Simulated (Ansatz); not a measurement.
## Worked example: vertical energy of the triplet above the singlet of SnS (SMILES [S][Sn])

SnS: 2 atoms, total charge 0, spin state singlet. As SMILES, `[S][Sn]`. Geometry: the measured bond length.

```xyz
2

S     0.0000    0.0000    0.0000
Sn    0.0000    0.0000    2.2090
```

Both states at this one shape; open shells run unrestricted unless said. 1 Eh = 27.2114 eV.

| level | program | singlet SnS (Eh) | triplet SnS (Eh) |
| --- | --- | --- | --- |
| r2SCAN0/def2-TZVP (core potential) | Ansatz | -612.565408 | -612.473782 |
| wB97M-V/def2-TZVP (core potential) | Ansatz | -612.480388 | -612.382142 |
| PBE-QIDH/def2-TZVP (core potential), 9 core orbitals frozen | Ansatz | -612.127328 | -612.029075 |
| RPA@PBE/def2-TZVP (core potential), 9 core orbitals frozen | Ansatz | -611.592055 | -611.492404 |

Question: Work out the vertical gap, second state less first, at each level.

Answer: 
1. r2SCAN0/def2-TZVP (core potential): -612.473782 − (-612.565408) = 0.091626 Eh = 2.49 eV.
2. wB97M-V/def2-TZVP (core potential): -612.382142 − (-612.480388) = 0.098246 Eh = 2.67 eV.
3. PBE-QIDH/def2-TZVP (core potential): -612.029075 − (-612.127328) = 0.098253 Eh = 2.67 eV.
4. RPA@PBE/def2-TZVP (core potential): -611.492404 − (-611.592055) = 0.099651 Eh = 2.71 eV.

No measured value is set beside it here; the levels span 2.49 to 2.71 eV. Spin-orbit coupling, which splits open shells on such heavy atoms by tenths of an eV, is left out.
